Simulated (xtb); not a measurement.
C2H3N, triplet, at a GFN2-xTB geometry (a higher spin typed on purpose: for a closed-shell molecule this is an excited state); GFN0-xTB (xtb 6.7.1).

Input for xtb:
```
$ xtb mol.xyz --gfn 0 --uhf 2 --acc 0.0001 --json

# file mol.xyz
6

C     -1.07799219     0.02838501     0.00627118
C      0.34217185    -0.47008600     0.13522217
N      1.23983392     0.32551057    -0.11379751
H     -1.55551587    -0.60779227    -0.73783391
H     -1.53194100    -0.09395255     0.98882234
H     -1.17645856     1.07337678    -0.30336599
```

Output, abridged:

```
   ID    Z sym.   atoms
    1    6 C      1, 2
    2    7 N      3
    3    1 H      4-6

           -------------------------------------------------
          |                Calculation Setup                |
           -------------------------------------------------

           -------------------------------------------------
          |                 G F N 0 - x T B                 |
           -------------------------------------------------

          ...................................................
          :                      SETUP                      :
          :.................................................:
          :  # basis functions                  18          :
          :  # atomic orbitals                  18          :
          :  # shells                           12          :
          :  # electrons                        16          :
          :  electronic temp.          300.0000000     K    :
          :  accuracy                    0.0001000          :
          :  -> integral cutoff          0.6500000E+02      :
          :  -> integral neglect         0.1000000E-11      :
          ...................................................

         :::::::::::::::::::::::::::::::::::::::::::::::::::::
         ::                     SUMMARY                     ::
         :::::::::::::::::::::::::::::::::::::::::::::::::::::
         :: total energy              -8.652809177932 Eh    ::
         :: gradient norm              0.019105488112 Eh/a0 ::
         :: HOMO-LUMO gap              1.930365036257 eV    ::
         ::.................................................::
         :: H0 energy                 -8.712593817737 Eh    ::
         :: repulsion energy           0.125184223729 Eh    ::
         :: electrostat energy        -0.051969167694 Eh    ::
         :: -> Gsolv                   0.000000000000 Eh    ::
         ::    -> Gsasa                0.000000000000 Eh    ::
         ::    -> Gshift               0.000000000000 Eh    ::
         :: dispersion energy         -0.000819344543 Eh    ::
         :: short-range corr.         -0.012611071688 Eh    ::
         :: add. restraining           0.000000000000 Eh    ::
         :: total charge               0.000000000000 e     ::
         :::::::::::::::::::::::::::::::::::::::::::::::::::::

           -------------------------------------------------
          |                Property Printout                |
           -------------------------------------------------

    * Orbital Energies and Occupations

         #    Occupation            Energy/Eh            Energy/eV
      -------------------------------------------------------------
         1        2.0000           -0.7119998             -19.3745
         2        2.0000           -0.6275097             -17.0754
         3        2.0000           -0.5685320             -15.4705
         4        2.0000           -0.5394674             -14.6797
         5        2.0000           -0.5321836             -14.4815
         6        2.0000           -0.5048176             -13.7368
         7        2.0000           -0.4793110             -13.0427
         8        1.0000           -0.4481040             -12.1935
         9        1.0000           -0.3368476              -9.1661 (HOMO)
        10                         -0.2659080              -7.2357 (LUMO)
        11                         -0.1404246              -3.8211
        12                         -0.0895297              -2.4362
        13                         -0.0894579              -2.4343
        14                          0.0943579               2.5676
        15                          0.2259176               6.1475
        16                          0.2697223               7.3395
        17                          0.3304240               8.9913
        18                          0.5245325              14.2733
      -------------------------------------------------------------
                  HL-Gap            0.0709396 Eh            1.9304 eV
             Fermi-level            0.0000000 Eh            0.0000 eV

     #   Z          covCN         q      C6AA      α(0)
     1   6 C        3.764    -0.363    31.639     8.114
     2   6 C        1.887     0.421    22.536     7.658
     3   7 N        0.925    -0.600    35.803     8.652
     4   1 H        0.925     0.163     1.305     1.786
     5   1 H        0.925     0.163     1.305     1.786
     6   1 H        0.924     0.215     1.026     1.584

 Mol. C6AA /au·bohr⁶  :        385.184599
 Mol. C8AA /au·bohr⁸  :       9067.418231
 Mol. α(0) /au        :         29.580998

Wiberg/Mayer (AO) data.
largest (>0.10) Wiberg bond orders for each atom

 ---------------------------------------------------------------------------
     #   Z sym  total        # sym  WBO       # sym  WBO       # sym  WBO
 ---------------------------------------------------------------------------
     1   6 C    3.926 --     4 H    0.941     5 H    0.941     6 H    0.932
                             2 C    0.917     3 N    0.195
     2   6 C    3.176 --     3 N    2.182     1 C    0.917
     3   7 N    2.460 --     2 C    2.182     1 C    0.195
     4   1 H    0.995 --     1 C    0.941
     5   1 H    0.995 --     1 C    0.941
     6   1 H    0.984 --     1 C    0.932
 ---------------------------------------------------------------------------

Topologies differ in total number of bonds
Writing topology from bond orders to xtbtopo.mol

 dipole moment from electron density (au)
     X       Y       Z
  -1.6092  -0.4761   0.1636  total (Debye):    4.286

           -------------------------------------------------
          | TOTAL ENERGY               -8.652809177932 Eh   |
          | GRADIENT NORM               0.019105488112 Eh/α |
          | HOMO-LUMO GAP               1.930365036257 eV   |
           -------------------------------------------------

normal termination of xtb
```
